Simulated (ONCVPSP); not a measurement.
lithium: one change to an ONCV potential, before and after

```
Element                 : lithium
Generator               : ONCVPSP 4.0.1
Type                    : optimised norm-conserving Vanderbilt (ONCV)
Functional              : PBE
Relativity              : scalar-relativistic
Frozen core             : [He]
Valence charge          : 1
Reference configuration : 2s1
Partial waves           : 2s: rc 2.40 bohr, ncon 4, nbas 7, qcut 2.8 1/bohr, local; p scattering state at 0.1 Ha: rc 2.40 bohr, ncon 3, nbas 7, qcut 3.3 1/bohr, 2 projectors, debl 3.2 Ha
Local potential         : the s channel
Core correction         : Teter function, fcfact 2.5, rcfact 1.7
```

Change: all radii but the core radius scaled by about 1.32 (s 3.16, p 3.16 bohr). In the p channel the program set the typed energies aside and used 0.050, 3.250 Ha.

Cutoffs: the cutoffs (Ha) at which the residual kinetic energy of the hardest occupied pseudo-wave falls to 1 and 0.1 mHa per electron; they do not see the model core or the augmentation charge, which bear on the density cutoff. Errors are all-electron minus pseudo energies relative to the spin-unpolarised reference configuration.

Predict the effect on cutoff, ghosts and configuration errors.

The potential gets softer (2.2 Ha and 3.6 Ha → 1.9 Ha and 2.9 Ha); neither file shows a bound ghost. A larger radius leaves more room for a smooth pseudo-wave, so fewer plane waves are needed.

| quantity | base | changed |
| --- | --- | --- |
| cutoff, loose | 2.2 Ha | 1.9 Ha |
| cutoff, tight | 3.6 Ha | 2.9 Ha |
| bound ghosts | none | none |
| GHOST(+) flags under 300 eV | none | none |
| tests with a reliable result | 1 of 2 | 1 of 2 |
| error for 2s0.5, meV [ΔE 2.05 eV] | +3.0 | +2.9 |
| rms error of d²Exc/dni dnj with the model core, mHa | 0.56 | 0.49 |

Base: The cutoffs count occupied waves only; projector 2 of the p channel, the hardest unoccupied one, needs 35 Ha at the loose tolerance. Changed file: The cutoffs count occupied waves only; projector 2 of the p channel, the hardest unoccupied one, needs 20 Ha at the loose tolerance.
